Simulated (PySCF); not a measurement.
## Molecular orbitals of GaPb⁺

BHandHLYP at R = 3.132 Å; Ga cc-pVDZ-PP with ECP10, Pb cc-pVDZ-PP with ECP60; scalar-relativistic core potentials (PySCF 2.14). State: ³Π (triplet), unpaired electrons σ ↑, π ↑. Only the outer orbitals are listed, counted within each symmetry, core potentials removing the inner ones.

```json
{"spin": "α", "orbital": "7σ", "occ.": "1", "ε (eV)": "-20.38", "on Ga (%)": "8", "main shells (%)": "91 Pb s"}
{"spin": "α", "orbital": "8σ", "occ.": "1", "ε (eV)": "-16.61", "on Ga (%)": "88", "main shells (%)": "88 Ga s"}
{"spin": "α", "orbital": "9σ", "occ.": "1", "ε (eV)": "-11.00", "on Ga (%)": "42", "main shells (%)": "56 Pb p, 37 Ga p"}
{"spin": "α", "orbital": "5π", "occ.": "1", "ε (eV)": "-10.47", "on Ga (%)": "10", "main shells (%)": "90 Pb p, 9 Ga p"}
{"spin": "α", "orbital": "5π", "occ.": "0", "ε (eV)": "-7.34", "on Ga (%)": "23", "main shells (%)": "76 Pb p, 23 Ga p"}
{"spin": "α", "orbital": "6π", "occ.": "0", "ε (eV)": "-5.89", "on Ga (%)": "90", "main shells (%)": "90 Ga p, 9 Pb p"}
{"spin": "α", "orbital": "6π", "occ.": "0", "ε (eV)": "-5.64", "on Ga (%)": "77", "main shells (%)": "77 Ga p, 23 Pb p"}
{"spin": "β", "orbital": "7σ", "occ.": "1", "ε (eV)": "-18.85", "on Ga (%)": "11", "main shells (%)": "88 Pb s, 9 Ga s"}
{"spin": "β", "orbital": "8σ", "occ.": "1", "ε (eV)": "-15.84", "on Ga (%)": "87", "main shells (%)": "87 Ga s, 10 Pb s"}
{"spin": "β", "orbital": "5π", "occ.": "0", "ε (eV)": "-7.09", "on Ga (%)": "28", "main shells (%)": "72 Pb p, 27 Ga p"}
{"spin": "β", "orbital": "9σ", "occ.": "0", "ε (eV)": "-7.05", "on Ga (%)": "45", "main shells (%)": "54 Pb p, 41 Ga p"}
{"spin": "β", "orbital": "5π", "occ.": "0", "ε (eV)": "-6.59", "on Ga (%)": "46", "main shells (%)": "54 Pb p, 45 Ga p"}
```

Which are the highest filled and the lowest empty level, where do they sit, and how wide is the gap?

Highest filled α 5π at -10.47 eV (in %: 90 Pb p, 9 Ga p); lowest empty α 5π at -7.34 eV (in %: 76 Pb p, 23 Ga p); the gap at BHandHLYP is 3.13 eV. Both belong to one degenerate shell, split only by its one-sided filling, so this is no excitation gap.

```json
{"bond order (Mayer)": "0.71", "⟨S²⟩": "2.008", "charge on Ga (Mulliken, basis-dependent)": "0.54", "charge on Ga (Löwdin, basis-dependent)": "0.50", "dipole moment (positive dipole points towards Pb; it is taken about the centre of mass and depends on that origin)": "-4.17 D"}
```

These are scalar-relativistic numbers at best; spin–orbit coupling would shift them, the dissociation energy most. The state was picked by a PBE0 search and need not be the measured ground state.
